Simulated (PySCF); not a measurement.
## Fe⁺ (iron, charge +1) across methods

[Ar] 3d6 4p1, one real determinant (an excited configuration). Calculation: PySCF 2.14, in aug-cc-pVTZ; no relativity, point nucleus.

```
 method  E (hartree)  mean ε 3d α (eV)  mean ε 3d β (eV)  mean ε 4p α (eV)  Σ⟨r²⟩ (bohr²)   ⟨S²⟩
   PW91    -1263.310           -18.896           -15.561            -8.923          29.04  8.751
LC-wPBE    -1263.027           -23.978           -20.515           -11.422          29.04  8.751
   PBE0    -1263.014           -21.359           -17.549            -9.448          29.13  8.752
    UHF  -1262.05832           -28.443           -22.969           -10.774          29.92  8.754
    PBE    -1262.976           -18.818           -15.442            -8.870          29.09  8.751
    M06    -1263.156           -21.401           -16.932            -9.217          29.12  8.756
 PBEsol    -1261.806           -18.836           -15.288            -8.848          28.98  8.751
    LDA    -1260.734           -19.086           -15.432            -8.932          28.90  8.751
 r2SCAN    -1263.205           -19.228           -15.490            -8.974          28.88  8.752
```

⟨L²⟩ = 8.01 against 12 for a pure F term, so this real determinant mixes terms.
